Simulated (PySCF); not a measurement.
# Identify the compound

Molecular formula: C$_{5}$H$_{6}$F$_{2}$OSi. Simulated spectra:

$^{1}$H NMR (400 MHz, computed): δ 6.79 (m, 1H), 6.63 (m, 1H), 4.19 (m, 2H), 1.92 (m, 2H).

$^{13}$C{$^{1}$H} NMR (computed): δ 236.0 (C), 175.4 (C), 146.6 (CH), 121.3 (CH), 11.2 (CH2).

- shieldings: GIAO PBE0/pcSseg-1
- GFN2-xTB structure
- code: PySCF
- fast rotation and ring inversion assumed for equivalent nuclei, one computed conformer, relativity neglected, no solvent

Chemical shifts δ = σref − σ; $^{1}$H and $^{13}$C against TMS, all at this level.

Choose the structure that fits.
A. O=C1[SiH2]C[C@@]2(F)C[C@@]12F
B. O=C1C=C(C(F)F)C[SiH2]1
C. CC1=CC=CO[Si]1(F)F

## Answers

B. 

Rings plus π bonds: 3 (1 ring in the answer). 5 carbon signals for 5 carbons: no two carbons are equivalent. Carbon types of the structure: 2 × C, 2 × CH, 1 × CH2, leaving 2 H on heteroatoms. δC 236.0: carbonyl carbon. δC 175.4: β carbon of a C=C–C=O unit; conjugation with the carbonyl draws π density from the β position. δC 146.6: α carbon of a C=C–C=O unit; an sp2 carbon of a C=C bond. δC 121.3: allylic sp3 CH bonded to 2 F; 2 electronegative neighbours deshield it. δH 6.63: hydrogen on an allylic sp3 CH bonded to 2 F; its carbon carries F, hence the downfield position.

The others: CC1=CC=CO[Si]1(F)F has carbons computed at 155.3, 151.9, 130.5, 110.6, 23.6, with a different DEPT pattern; O=C1[SiH2]C[C@@]2(F)C[C@@]12F would give 6 signals for carbon-bound and other non-exchanging H, not 4.

Splittings by $^{19}$F in the carbon and heteronuclear signals aren't shown, as no couplings were computed. Shifts are as computed. Against solution values, carbons near 30 ppm lie about +3 ppm off and those near 130 ppm about +5 ppm. Of 1211 compounds with measured shifts, 218 miss one by over three times the rms of a fit or turn the order of signals round; such compounds aren't used in these exercises. Multiplicities follow the n + 1 count of equivalent neighbours, as no J values were calculated; m marks all less simple cases, F and P coupling included.
